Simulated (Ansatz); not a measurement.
Consider the atomization: `SC[S][GeH3]` → C• + Ge• + 6 H• + 2 S•.

Gas-phase electronic energies from Ansatz, PBE0-D4/def2-TZVP geometries. CCSD(T)/CBS is the MP2 limit (def2-TZVPP, def2-QZVPP) plus CCSD(T) − MP2 in def2-TZVPP, frozen cores. This one scheme is used for every species, atoms too. Functionals use def2-TZVPP. B3LYP here is the variant with VWN-RPA as its local correlation; programs differ in this. No spin–orbit coupling; open shells (•) take unrestricted orbitals. Spin–orbit coupling would lower the free atoms: a little for C, S; clearly for Ge. Bonds to Ge are less sure, by a few kJ/mol each and by 10 to 20 or more in all where they break to atoms, as the def2 sets lack core-valence functions. Scalar relativity is left out up to krypton. Each species was taken in one conformer, which may not be the lowest.

Question: What is ΔE at CCSD(T)/CBS? (Best estimate.)

Answer: The calculation gave: +726.4 kcal/mol.

Question: What do these levels give: PBE-D4, B3LYP-D4, PBE, r2SCAN, PBE0, MP2/def2-TZVPP, CCSD/def2-TZVPP, CCSD(T)/def2-TZVPP, HF/def2-QZVPP, SCS-MP2/def2-QZVPP, HF/CBS(def2), CCSD/CBS(def2)? (An estimate is asked.)

Answer: Computed: PBE-D4 731.8, B3LYP-D4 720.0, PBE 725.4, r2SCAN 725.3, PBE0 717.8, MP2/def2-TZVPP 709.4, CCSD/def2-TZVPP 695.4, CCSD(T)/def2-TZVPP 707.2, HF/def2-QZVPP 513.8, SCS-MP2/def2-QZVPP 722.7, HF/CBS(def2) 513.8, CCSD/CBS(def2) 714.6 kcal/mol.

Largest T1 diagnostic among the species: 0.011.

In def2-TZVPP, CCSD(T) changes the Hartree–Fock value by +193.8 kcal/mol (the triples alone add +11.8 kcal/mol) and MP2 by +196.0 kcal/mol; breaking electron pairs costs correlation energy, which Hartree–Fock lacks. The D4 term adds +10.4 kcal/mol with B3LYP and +5.4 kcal/mol with PBE0; it sums over pairs of atoms, weighted by their polarisabilities, and B3LYP, whose exchange is more repulsive, gets the larger term. From PBE to PBE0 (25 % exact exchange), in def2-TZVPP and without D4, ΔE moves by −7.6 kcal/mol: exact exchange takes away binding that semilocal exchange gives to molecules.

For atomizations the MP2-based limit and the directly extrapolated one differ by several kJ/mol either way, and by 10 to 25 for some Ge, Se and Sn compounds, so smaller differences from it don't rank the levels.
